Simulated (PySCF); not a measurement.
# Spin states of CaO⁺

Unrestricted PBE0; Ca 6-31G(d,p), O 6-31G(d,p); no relativity (PySCF 2.14). Outer shells of the fragments: Ca+ 4s1; O 2s2 2p4.

Followed along the bond (rough minima from three points):

```csv
2Ms+1,unpaired,⟨S²⟩ at the start,R at minimum (Å),Te (eV)
2,π ↑,0.76,1.98,0.00
2,σ ↑,0.76,1.87,0.13
4,"σ ↑, π ↑↑",3.75,none in the scan,≤ 3.26
```

Solutions found at the starting distance of 2.290 Å, counted from the lowest of them; the search is not exhaustive and high or unbound solutions are not listed, so other states can lie among these:

```
2Ms+1       unpaired   term  E (eV)  ⟨S²⟩  ⟨Lz²⟩  μ (D)
    2            π ↑     ²Π    0.00  0.76   1.01  -9.35
    2            σ ↑    ²Σ⁺    0.65  0.76   0.00  -9.50
    4      σ ↑, π ↑↑    ⁴Σ⁻    2.81  3.75   0.00  -1.69
    2      σ ↓, π ↑↑  mixed    2.84  1.75   0.00  -1.62
    4      σ ↑↑, π ↑     ⁴Π    3.28  3.75   1.01  -1.75
    2      σ ↑, π ↑↓  mixed    3.61  1.75   2.01  -1.65
    4      π ↑↑, δ ↑     ⁴Δ    4.10  3.75   4.00  -2.36
    4          π ↑↑↑     ⁴Π    4.24  3.75   1.00  -1.77
    4  σ ↑, π ↑, δ ↑  mixed    4.44  3.75   5.00  -2.43
```

A term symbol is given only where ⟨S²⟩ and ⟨Lz²⟩ are close to those of a pure state; real π, δ and φ orbitals otherwise mix terms. A positive dipole points towards O; it is taken about the centre of mass and depends on that origin.

**Question.** Compare the gap between the two lowest followed solutions at the starting distance with the gap between their minima.

**Answer.** At PBE0 the second solution (doublet, unpaired electrons σ ↑) lies +0.65 eV from the first (doublet, unpaired electrons π ↑) at 2.290 Å and +0.13 eV at the minima; the two curves relax by different amounts, since their minima lie near 1.87 and 1.98 Å.

Counting both spins, an empty level lies below a filled one in some of these solutions, because spin and occupation are held.
